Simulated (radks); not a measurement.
The numbers below are computed, except where a source is named.
Question: Radial electron density D(r) = 4 pi r^2 rho(r) of an atom or ion with 56 electrons. Code: a radial shooting solver on a logarithmic mesh with Libxc functionals. Model: Dirac Kohn-Sham, Slater X-alpha with alpha = 0.917, spin-unpolarised, spherical densities, finite nucleus; Fermi nuclear charge, rms radius of each element as measured or else 0.836 A^(1/3) + 0.57 fm.

r (bohr)  D(r) (e/bohr)
0.002967          16.97
0.003926          25.12
0.005153          35.52
0.006818          48.42
0.009021          62.07
0.01184           73.30
0.01567           79.25
0.02073           77.61
0.02721           71.87
0.036             70.78
0.04764           82.13
0.06253           98.41
0.08273           100.7
0.1095            84.21
0.1437            76.48
0.1901            87.76
0.2515            79.81
0.3302            46.39
0.4369            33.57
0.578             39.28
0.7587            28.63
1.004             14.12
1.328             9.356
1.743             5.998
2.307             2.053
3.052            0.3087
4.006           0.01893
5.301         0.0003218

What is the nuclear charge?

Answer: Z = 59. The innermost maximum, from 1s, lies near gamma/Z bohr with gamma = sqrt(1 - (Z/c)^2) = 0.903, here 0.0153 bohr (found: 0.0168), and its height grows with Z. The density is that of the praseodymium ion Pr3+ in [Xe] 4f2; the configuration itself is not fixed sharply by these data, and Z only to a few units. D(r) has 4 maxima, at r = 0.0168, 0.0740, 0.208, 0.573 bohr, and minima at 0.0324, 0.137, 0.420 bohr, inside which lie 2.01, 11.19, 29.10 electrons.
